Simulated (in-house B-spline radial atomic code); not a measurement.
Configurations of Gd⁺, with energies counted from [Xe] 4f7 5d1 6s1. Level of theory: scalar-relativistic (X2C) PBE0, spin-polarised, spherical fractional occupations, exact exchange averaged over the configuration, Fermi nucleus of rms radius 5.1569 fm; calculated with a radial B-spline atomic code at the basis-set limit. Shells without spins written out take the highest spin.

Occupations are held fixed; configurations that lie above the ionisation limit could autoionise.

```json
{"configuration": "[Xe] 4f8 6s1", "E - E(ref) (eV)": "0.57948", "highest orbital": "4f down", "its <r> (bohr)": "0.9755"}
{"configuration": "[Xe] 4f7 6s1 6f1", "E - E(ref) (eV)": "10.574", "highest orbital": "6f up", "its <r> (bohr)": "13.72"}
{"configuration": "[Xe] 4f7 6s1 7f1", "E - E(ref) (eV)": "11.335", "highest orbital": "7f up", "its <r> (bohr)": "21.03"}
{"configuration": "[Xe] 4f6 5d1 6s2", "E - E(ref) (eV)": "11.861", "highest orbital": "6s down", "its <r> (bohr)": "3.517"}
{"configuration": "[Xe] 4f6 5d1 6s1 6p1", "E - E(ref) (eV)": "14.654", "highest orbital": "6p up", "its <r> (bohr)": "4.128"}
{"configuration": "[Kr] 4d9 4f8 5s2 5p6 5d1 6s1", "E - E(ref) (eV)": "139.61", "highest orbital": "5d up", "its <r> (bohr)": "2.49"}
```

Order these further configurations by energy, lowest first.
A. [Xe] 4f6 5d1 6s1 7s1
B. [Kr] 4d9 4f7 5s2 5p6 5d1 6s1 7p1
C. [Kr] 4d9 4f7 5s2 5p6 5d1 5f1 6s1
D. [Xe] 4f7 5d1 6f1
E. [Xe] 4f7 5d1 6p1

E (3.6242 eV), D (9.8466 eV), A (18.767 eV), B (153.84 eV), C (154.84 eV).

How far above the reference does [Kr] 4d9 4f7 5s2 5p6 5d1 6s1 6f1 lie?

156.06 eV; its least bound orbital is 6f up with <r> = 13.44 bohr.
